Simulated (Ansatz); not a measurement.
`CC(=S)[SiH2]O` → `CC(O)=S` + `[SiH2]`  (silylene formation by 1,1-elimination)

Computed with Ansatz on PBE0-D4/def2-TZVP structures; ΔE is electronic, products minus reactants. CBS: MP2 limit from def2 TZ/QZ plus the TZ coupled-cluster correction, frozen cores. This one scheme is used for every species. DFT in def2-TZVPP. B3LYP here is the variant with VWN-RPA as its local correlation; programs differ in this. HSE06 is defined as in plane-wave codes. One conformer a species, not always the lowest.

| level | ΔE (kcal/mol) | difference from CCSD(T)/CBS |
| --- | --- | --- |
| B97M-V | 74.5 | -5.2 |
| CAM-B3LYP-D4 | 77.7 | -2.0 |
| BLYP | 68.2 | -11.5 |
| PBE0 | 75.8 | -3.9 |
| B3LYP | 72.2 | -7.5 |
| r2SCAN0 | 80.7 | 1.0 |
| HSE06 | 75.8 | -3.9 |
| LC-ωPBE | 79.0 | -0.7 |
| HF/def2-SVP | 65.9 | -13.8 |
| MP2/def2-SVP | 74.0 | -5.7 |
| HF/def2-TZVPP | 72.5 | -7.2 |
| MP2/def2-TZVPP | 82.8 | 3.1 |
| CCSD/def2-TZVPP | 76.1 | -3.6 |
| CCSD(T)/def2-TZVPP | 77.0 | -2.7 |
| SCS-MP2/def2-QZVPP | 81.6 | 1.9 |
| MP2/CBS(def2) | 85.5 | 5.8 |
| CCSD(T)/CBS | 79.7 | 0 |

(1) What do rigid-rotor, harmonic-oscillator terms from PBE0-D4/def2-TZVP frequencies (298.15 K, 1 bar) make of the CCSD(T)/CBS value? (Best estimate.)

Largest T1 diagnostic among the species: 0.017.

Results:

(1) The calculation gave: ΔZPE = -2.7 kcal/mol, ΔH = +77.8 kcal/mol, ΔS = 150 J/(mol·K), ΔG = +67.1 kcal/mol.

At CCSD(T), def2-SVP lies −11.7 kcal/mol from the extrapolated value and def2-TZVPP −2.7 kcal/mol. The D4 term adds +4.0 kcal/mol with B3LYP and +2.1 kcal/mol with PBE0; it sums over pairs of atoms, weighted by their polarisabilities, and B3LYP, whose exchange is more repulsive, gets the larger term. Leaving LDA and LC-ωPBE aside and taking each functional with its dispersion term where it has one, the values, not all of them listed here, spread over 8.2 kcal/mol, from BLYP-D4 to r2SCAN0-D4. LDA lies +7.7 kcal/mol from PBE without D4.
